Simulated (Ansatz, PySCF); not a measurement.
CH₇BO₃Si (SMILES COB(O)O[SiH3]), singlet, geometry from GFN2-xTB, with bond 12-10 at 2.4 times its length. Base run: PySCF with CASSCF(2,4)/STO-3G.

Input for PySCF:
```python
from pyscf import gto, scf, mcscf
import numpy

mol = gto.M(
    atom='''
B     0.01405389   -0.19131819    0.65694169
O    -0.15877766   -0.40385536    1.99276833
H    -0.86799166    0.10994154    2.37640450
O     0.97625304   -0.83767585   -0.04150329
C     1.86082262   -1.77011336    0.54623472
H     1.68260802   -1.86009923    1.61782411
H     1.71136096   -2.73913662    0.06540493
H     2.88349212   -1.43148692    0.36849819
O    -0.78192185    0.67938671    0.00062438
Si   -0.98120636    1.26279344   -1.49815851
H     0.21799019    1.98597786   -1.92271458
H    -3.71875597    3.39408910   -0.96571251
H    -1.28835196    0.17928889   -2.43212418
''',
    basis='sto-3g',
    verbose=4,
)

mf = scf.RHF(mol)
mf.kernel()
mc = mcscf.CASSCF(mf, 4, 2)
mc.fix_spin_(ss=0.0)
mc.kernel()
occ = numpy.linalg.eigvalsh(mc.fcisolver.make_rdm1(mc.ci, mc.ncas, mc.nelecas))[::-1]
ss = mc.fcisolver.spin_square(mc.ci, mc.ncas, mc.nelecas)[0]
print('natural occupations', occ.round(4), ' <S^2>', round(ss, 4))
```

Programs used: Ansatz (a program for electronic structure), PySCF; a row that names a program was run with it.

Each row names what was changed in the base input (with any setting that the change needs).

```tsv
change	ΔE vs base (mEh)	natural occupations	<S^2> of the state	outcome
base	0.000	1.14 0.86 0.00 0.00	0.00	converged
fix_spin_ = off	0.000	1.14 0.86 0.00 0.00	0.00	converged
correction = SC-NEVPT2	-232.4	1.14 0.86 0.00 0.00	0.00	converged
conv_tol = 1e-5	0.002	1.14 0.86 0.00 0.00	0.00	converged
state_average = 2 states	5.870	-	-	converged
active space = 4 electrons, 5 orbitals	-10.775	1.99 1.14 0.86 0.01 0.00	0.00	converged
solver = newton	0.000	1.14 0.86 0.00 0.00	0.00	converged
active space = 10 electrons, 8 orbitals	-	-	-	not converged
code = ansatz; correction = SC-NEVPT2, all electrons	-232.7	-	-	converged
start = MP2 natural orbitals	0.001	1.14 0.86 0.00 0.00	0.00	converged
active space = 4 electrons, 3 orbitals	-0.008	2.00 1.14 0.86	0.00	converged
```

Active orbitals are taken around the Fermi level unless the row says otherwise; CASSCF can end in different local minima, and two programs can end on different orbitals. State-averaged rows give the lowest state.

Ansatz warned in this series: the state or the total is in doubt.
